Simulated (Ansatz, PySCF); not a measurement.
Positional isomers: benzothiophene fluoro+silyl. All species are isolated molecules in the gas phase. Strings in code marks are SMILES. Quantity: electronic energy of isomers of C8H7FSSi relative to `Fc1c([SiH3])ccc2sccc12`. Level 1: PBE-D3(BJ)/def2-TZVP // PBE-D3(BJ)/def2-SVP (PySCF). Level 2: frozen-core CCSD(T)/cc-pVDZ // PBE-D3(BJ)/def2-SVP (Ansatz, an electronic-structure program).

```json
[
 {"case": "`Fc1cc2sccc2cc1[SiH3]`", "level 1 (kcal/mol)": "0.2", "level 2 (kcal/mol)": "0.4"},
 {"case": "`Fc1c([SiH3])ccc2ccsc12`", "level 1 (kcal/mol)": "0.5", "level 2 (kcal/mol)": "0.8"},
 {"case": "`Fc1cc([SiH3])c2sccc2c1`", "level 1 (kcal/mol)": "0.8", "level 2 (kcal/mol)": "2.0"},
 {"case": "`Fc1c([SiH3])sc2ccccc12`", "level 1 (kcal/mol)": "1.0", "level 2 (kcal/mol)": "1.5"},
 {"case": "`Fc1ccc([SiH3])c2ccsc12`", "level 1 (kcal/mol)": "1.3", "level 2 (kcal/mol)": "2.2"},
 {"case": "`Fc1cc([SiH3])cc2ccsc12`", "level 1 (kcal/mol)": "2.2", "level 2 (kcal/mol)": "2.9"},
 {"case": "`Fc1cc2c([SiH3])cccc2s1`", "level 1 (kcal/mol)": "6.2", "level 2 (kcal/mol)": "7.7"},
 {"case": "`Fc1cc2ccc([SiH3])cc2s1`", "level 1 (kcal/mol)": "6.6", "level 2 (kcal/mol)": "withheld"}
]
```

Question: Fit level 2 = a + b·x to the 7 complete rows by least squares, with x = level 1 in kcal/mol. Give a, b and the rms residual, and predict the withheld value.

Answer: Means of the 7 rows: x̄ = 1.7429, ȳ = 2.5 kcal/mol. Σ(x − x̄)² = 25.637 and Σ(x − x̄)(y − ȳ) = 30.06, so b = 1.173 and a = ȳ − b·x̄ = 0.46 kcal/mol. The rms residual is 0.29 kcal/mol. At x = 6.6 the line gives 8.2 kcal/mol, outside the range of the fitted rows. The run for `Fc1cc2ccc([SiH3])cc2s1` gave 8.1 kcal/mol, so the line is off by 0.1 kcal/mol, within twice the rms residual.

Codes: Ansatz, PySCF.
